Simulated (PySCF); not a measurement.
A PySCF script (with the pyscf-properties extension) for the NMR shieldings of `C[C@@H](F)[C@H]1CC[Si@H]1C(Cl)Cl`, C₆H₁₁Cl₂FSi, on a GFN2-xTB geometry:

```python
import basis_set_exchange as bse
import numpy as np
from pyscf import gto, dft
from pyscf.prop import nmr

atoms = """
C    -2.002698    1.286402    0.636081
C    -1.373366    0.540222   -0.527622
F    -0.406704    1.360141   -1.104696
C    -0.713351   -0.762924   -0.111985
C    -0.101921   -1.547700   -1.294629
C     1.400439   -1.289673   -1.061223
Si    1.032656   -0.616986    0.680874
C     1.741156    1.114073    1.117047
Cl    3.510291    0.964685    1.184533
Cl    1.137380    1.612937    2.710834
H    -1.269973    1.431804    1.425683
H    -2.359576    2.258865    0.305032
H    -2.839976    0.717376    1.028972
H    -2.112640    0.369753   -1.323535
H    -1.449304   -1.345232    0.439009
H    -0.451632   -1.195868   -2.263813
H    -0.331765   -2.607795   -1.211444
H     1.792590   -0.545112   -1.751161
H     2.018120   -2.178491   -1.149365
H     1.256771   -1.469015    1.848752
H     1.514583    1.919483    0.422185
"""
names = dict.fromkeys(["C", "F", "Si", "Cl", "H"], "pcSseg-1")
basis = {el: gto.basis.parse(bse.get_basis(n, elements=[el], fmt="nwchem")) for el, n in names.items()}
mol = gto.M(atom=atoms, basis=basis, charge=0, verbose=0)
mf = dft.RKS(mol, xc="PBE0")
mf.grids.level = 2
mf.grids.alignment = dft.numint.BLKSIZE   # the property module wants whole blocks of grid points
mf.conv_tol = 1e-9
mf.kernel()

calc = nmr.RKS(mf)   # GIAO
C = mf.mo_coeff
Co = C[:, mf.mo_occ > 0]
resp = mf.gen_response(singlet=True, hermi=2)
def vind(x):   # induced exchange potential for any number of trial vectors
    d = np.einsum("pi,xij,qj->xpq", C, 2 * x.reshape(-1, C.shape[1], Co.shape[1]), Co, optimize=True)
    return np.einsum("xpq,pi,qj->xij", resp(d - d.transpose(0, 2, 1)), C, Co, optimize=True).ravel()
mo1, _ = nmr.rhf.solve_mo1(calc, with_cphf=vind)
sigma = calc.kernel(mo1)
for i, s in enumerate(sigma):   # ppm
    print("%2d %-2s %9.2f" % (i, mol.atom_pure_symbol(i), np.trace(s) / 3))
```

Q: What are the results?

A: 
```
 0 C     161.67
 1 C      87.59
 2 F     372.88
 3 C     141.92
 4 C     162.16
 5 C     169.51
 6 Si    351.54
 7 C     114.79
 8 Cl    749.51
 9 Cl    730.11
10 H      29.88
11 H      30.15
12 H      30.83
13 H      26.78
14 H      29.84
15 H      29.57
16 H      29.44
17 H      29.82
18 H      30.17
19 H      26.79
20 H      25.77
```

These numbers come from an equivalent density-fitted implementation of the same equations, which agrees with the script to about 0.01 ppm for H and up to a few tenths of a ppm for heavy atoms, so last digits may differ.

Q: Turn these shieldings into chemical shifts. Chemical shifts δ = σref − σ; 13C (σ = 186.93 ppm) and 29Si (σ = 349.16 ppm) and 1H (σ = 31.72 ppm) vs TMS; CFCl3 for 19F (σ = 170.95 ppm); 35Cl (σ = 949.78 ppm) against HCl, all at this level.

A: Averaging equivalent atoms: C 1: 99.3; C 7: 72.1; C 3: 45.0; C 0: 25.3; C 4: 24.8; C 5: 17.4; F 2: -201.9; Si 6: -2.4; Cl 9: 220; Cl 8: 200; H 20: 5.95; H 13: 4.94; H 19: 4.93; H 16: 2.28; H 15: 2.14; H 17: 1.90; H 14: 1.88; H 18: 1.55; H 10/11/12: 1.43 ppm. Unscaled 19F shifts against computed CFCl3 carry errors that often reach 10 to 50 ppm.

Size and cost of the density-fitted run: 246 basis functions, 81 s wall time on 1 thread of an Arm Neoverse V1, shared host; peak memory 1.1 GiB.
